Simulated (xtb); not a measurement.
HCl3Si (SMILES Cl[SiH](Cl)Cl), singlet, geometry from GFN2-xTB; GFN2-xTB (xtb 6.7.1).

The xtb input:
```
$ xtb coord --gfn 2 --json

# file coord
$coord
      0.0541111926      -0.0307603005       0.9279813074  si
     -2.3462472390      -2.7151482158      -0.2812241475  cl
     -1.2096104609       3.3869962332      -0.1452310841  cl
      3.4987309201      -0.6393734519      -0.5532418138  cl
      0.2135984084      -0.1214231427       3.6631113171  h
$end
```

It wrote (shortened):

```
   ID    Z sym.   atoms
    1   14 si     1
    2   17 cl     2-4
    3    1 h      5

           -------------------------------------------------
          |                Calculation Setup                |
           -------------------------------------------------

           -------------------------------------------------
          |                 G F N 2 - x T B                 |
           -------------------------------------------------

          ...................................................
          :                      SETUP                      :
          :.................................................:
          :  # basis functions                  41          :
          :  # atomic orbitals                  37          :
          :  # shells                           13          :
          :  # electrons                        26          :
          :  max. iterations                   250          :
          :  Hamiltonian                  GFN2-xTB          :
          :  restarted?                      false          :
          :  GBSA solvation                  false          :
          :  PC potential                    false          :
          :  electronic temp.          300.0000000     K    :
          :  accuracy                    1.0000000          :
          :  -> integral cutoff          0.2500000E+02      :
          :  -> integral neglect         0.1000000E-07      :
          :  -> SCF convergence          0.1000000E-05 Eh   :
          :  -> wf. convergence          0.1000000E-03 e    :
          :  Broyden damping             0.4000000          :
          :  net charge                          0          :
          :  unpaired electrons                  0          :
          ...................................................

 iter      E             dE          RMSdq      gap      omega  full diag
   1    -15.9421221 -0.159421E+02  0.843E+00    7.92       0.0  T
   2    -16.0270185 -0.848964E-01  0.327E+00    6.14       1.0  T
   3    -16.0375514 -0.105330E-01  0.313E+00    7.12       1.0  T
   4    -16.0511949 -0.136435E-01  0.905E-01    6.53       1.0  T
   5    -16.0519043 -0.709376E-03  0.809E-01    6.76       1.0  T
   6    -16.0523779 -0.473558E-03  0.288E-01    6.73       1.0  T
   7    -16.0526023 -0.224459E-03  0.141E-01    6.70       1.0  T
   8    -16.0526713 -0.689273E-04  0.866E-03    6.67       5.2  T
   9    -16.0526712  0.776654E-07  0.912E-03    6.66       4.9  T
  10    -16.0526713 -0.133437E-06  0.425E-03    6.66      10.5  T
  11    -16.0526714 -0.627023E-07  0.118E-03    6.66      38.0  T
  12    -16.0526714 -0.314007E-08  0.659E-04    6.66      67.9  T
  13    -16.0526714 -0.760451E-09  0.498E-04    6.66      89.7  T

   *** convergence criteria satisfied after 13 iterations ***

         :::::::::::::::::::::::::::::::::::::::::::::::::::::
         ::                     SUMMARY                     ::
         :::::::::::::::::::::::::::::::::::::::::::::::::::::
         :: total energy             -16.020564746081 Eh    ::
         :: gradient norm              0.000018992933 Eh/a0 ::
         :: HOMO-LUMO gap              6.664565177618 eV    ::
         ::.................................................::
         :: SCC energy               -16.052670018724 Eh    ::
         :: -> isotropic ES            0.027546327957 Eh    ::
         :: -> anisotropic ES          0.000117021313 Eh    ::
         :: -> anisotropic XC          0.000382130834 Eh    ::
         :: -> dispersion             -0.004831171533 Eh    ::
         :: repulsion energy           0.032105272643 Eh    ::
         :: add. restraining           0.000000000000 Eh    ::
         :: total charge               0.000000000000 e     ::
         :::::::::::::::::::::::::::::::::::::::::::::::::::::

           -------------------------------------------------
          |                Property Printout                |
[...]
         2        2.0000           -1.0675995             -29.0509
         3        2.0000           -1.0675995             -29.0509
         4        2.0000           -0.7057062             -19.2032
         5        2.0000           -0.4994201             -13.5899
         6        2.0000           -0.4981529             -13.5554
         7        2.0000           -0.4981529             -13.5554
         8        2.0000           -0.4621731             -12.5764
         9        2.0000           -0.4621731             -12.5764
        10        2.0000           -0.4523552             -12.3092
        11        2.0000           -0.4523552             -12.3092
        12        2.0000           -0.4496451             -12.2355
        13        2.0000           -0.4488229             -12.2131 (HOMO)
        14                         -0.2039046              -5.5485 (LUMO)
        15                         -0.2039046              -5.5485
        16                         -0.1842642              -5.0141
        17                         -0.0849460              -2.3115
        18                         -0.0486031              -1.3226
        19                         -0.0486031              -1.3226
        20                         -0.0077802              -0.2117
        21                         -0.0077802              -0.2117
        22                         -0.0034614              -0.0942
        23                         -0.0022432              -0.0610
        24                         -0.0021925              -0.0597
       ...                                ...                  ...
        37                          0.7472064              20.3325
      -------------------------------------------------------------
                  HL-Gap            0.2449183 Eh            6.6646 eV
             Fermi-level           -0.3263638 Eh           -8.8808 eV

     #   Z          covCN         q      C6AA      α(0)
     1  14 si       3.335     0.533   113.578    21.377
     2  17 cl       0.814    -0.175   104.546    15.642
     3  17 cl       0.814    -0.175   104.546    15.642
     4  17 cl       0.814    -0.175   104.546    15.642
     5   1 h        0.921    -0.008     3.202     2.798

 Mol. C6AA /au·bohr⁶  :       1836.648265
 Mol. C8AA /au·bohr⁸  :      85508.777523
 Mol. α(0) /au        :         71.100210

Wiberg/Mayer (AO) data.
largest (>0.10) Wiberg bond orders for each atom

 ---------------------------------------------------------------------------
     #   Z sym  total        # sym  WBO       # sym  WBO       # sym  WBO
 ---------------------------------------------------------------------------
     1  14 si   4.300 --     2 cl   1.145     4 cl   1.145     3 cl   1.145
                             5 h    0.864
     2  17 cl   1.297 --     1 si   1.145
     3  17 cl   1.297 --     1 si   1.145
     4  17 cl   1.297 --     1 si   1.145
     5   1 h    1.000 --     1 si   0.864
 ---------------------------------------------------------------------------

Topologies differ in total number of bonds
Writing topology from bond orders to xtbtopo.mol

molecular dipole:
                 x           y           z       tot (Debye)
 q only:        0.037      -0.021       0.637
   full:        0.028      -0.016       0.485       1.235
molecular quadrupole (traceless):
                xx          xy          yy          xz          yz          zz
 q only:       -1.817      -0.011      -1.830       0.320      -0.182       3.647
  q+dip:       -2.266      -0.013      -2.282       0.399      -0.227       4.547
   full:       -1.833      -0.011      -1.846       0.322      -0.183       3.679

           -------------------------------------------------
          | TOTAL ENERGY              -16.020564746081 Eh   |
          | GRADIENT NORM               0.000018992933 Eh/α |
          | HOMO-LUMO GAP               6.664565177618 eV   |
           -------------------------------------------------

normal termination of xtb
```
